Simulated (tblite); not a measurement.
C7H8N2S.
Bonds: C1–N2 (triple), N2–C3, C3–C4 (aromatic), C4–C5 (aromatic), C5–C6 (aromatic), C6–N7, N7–C8, N7–C9, C6–S10 (aromatic), C3–S10 (aromatic). Hydrogens: H11 on C4; H12 on C5; H13, H14, H15 on C8; H16, H17, H18 on C9.

Structure optimised with GFN2-xTB, isolated species.

Task: Give the optimised bond lengths and angles.

Result: 
```tsv
bond	length (Å)
C1≡N2	1.171
N2–C3	1.337
C3–C4	1.365
C4–C5	1.404
C5–C6	1.374
C6–N7	1.366
N7–C8, N7–C9	1.443
C6–S10	1.743
C3–S10	1.754
C4–H11	1.075
C5–H12	1.073
C8–H13 and 5 like bonds	1.092
```

Bonds in one row agree within 0.01 Å and their mean is given. A selection of angles:
```tsv
angle	degrees
C1–N2–C3	179.8
N2–C3–C4	127.9
N2–C3–S10	120.8
C4–C3–S10	111.3
C3–C4–C5	113.3
C3–C4–H11	122.7
C5–C4–H11	124.0
C4–C5–C6	113.4
C4–C5–H12	122.5
C6–C5–H12	124.1
C5–C6–N7	128.6
C5–C6–S10	111.3
N7–C6–S10	120.1
C6–N7–C8	118.0
C8–N7–C9	116.7
N7–C8–H13	112.3
N7–C8–H14	108.8
H13–C8–H14	108.8
H14–C8–H15	108.3
C3–S10–C6	90.7
```

Torsions: C5–C6–N7–C8 -18° (synperiplanar). The mirror-image conformer, all signs reversed, is as good.

N7 (aniline-type nitrogen) has angles 118.4°, 118.0° and 116.7°, sum 353.1°, 0.22 Å off the plane of its three neighbours. The C–C distances run from 1.365 Å (C3–C4, aromatic) to 1.404 Å (C4–C5, aromatic), a spread of 0.039 Å. The 5-membered ring C3–C4–C5–C6–S10 has internal angles of 90.7° to 113.4°; it is planar, 0.00 Å rms from its mean plane, widest ring torsion 1°. The C–N distances run from 1.171 Å (C1≡N2, drawn triple) to 1.445 Å (N7–C8, drawn single), a spread of 0.274 Å. Of the pairs four or more bonds apart, S10···H16 is among the closest relative to their van der Waals radii: 2.57 Å, 86 % of the sum of Bondi's values.

Point group: C1 (no symmetry element, even within 0.4 Å). Its GFN2-xTB frequencies are all real (lowest 51 cm⁻¹).

All values are computed, not measured.
